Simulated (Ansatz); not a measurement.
Clusters of 6 atoms, oxide: PBE0-D4/def2-SVP single points in Ansatz on relaxed structures, gas phase. Each cluster is the lowest isomer that a short search found in that spin, judged at the geometry's level, and lower ones may exist. Core potentials for Hf, Ta, W, Y, no spin–orbit coupling. HOMO and LUMO are taken over both spins. Singlets are spin-restricted. The structures are stationary points that may keep the symmetry of their start. Remarks come from the PBE and PBE0 runs and from stability tests at other levels; not every state was tested.

```tsv
species	atoms	state	geometry	HOMO (eV)	LUMO (eV)	gap (eV)	point group (within 0.1 Å)	remarks
Y3O3⁺	6	singlet	r2SCAN-D4/def2-SVP	-7.65	-5.14	2.51	Cs	restricted SCF unstable in HF
W2O4⁺	6	doublet	r2SCAN-D4/def2-SVP	-12.66	-9.23	3.44	–	–
Al3O3⁺	6	singlet	r2SCAN-D4/def2-SVP	-10.42	-8.22	2.20	D3h	restricted SCF unstable in HF
V3O3⁺	6	singlet	PBE-D4/def2-SVP	-10.33	-7.57	2.76	Cs	restricted SCF unstable in HF
Hf2O4	6	singlet	r2SCAN-D4/def2-SVP	-7.32	-2.61	4.71	C2h	–
```

(1) Estimate the rows for Ta2O4⁺ (doublet, r2SCAN-D4/def2-SVP geometry); Li4O2 (singlet, r2SCAN-D4/def2-TZVP geometry).

(1) 
| species | atoms | state | geometry | HOMO (eV) | LUMO (eV) | gap (eV) | point group (within 0.1 Å) |
| --- | --- | --- | --- | --- | --- | --- | --- |
| Ta2O4⁺ | 6 | doublet | r2SCAN-D4/def2-SVP | -10.89 | -8.49 | 2.40 | C2v |
| Li4O2 | 6 | singlet | r2SCAN-D4/def2-TZVP | -3.97 | -0.59 | 3.39 | D2h |

The gap (eV) runs from 2.20 (Al3O3⁺) to 4.71 (Hf2O4).
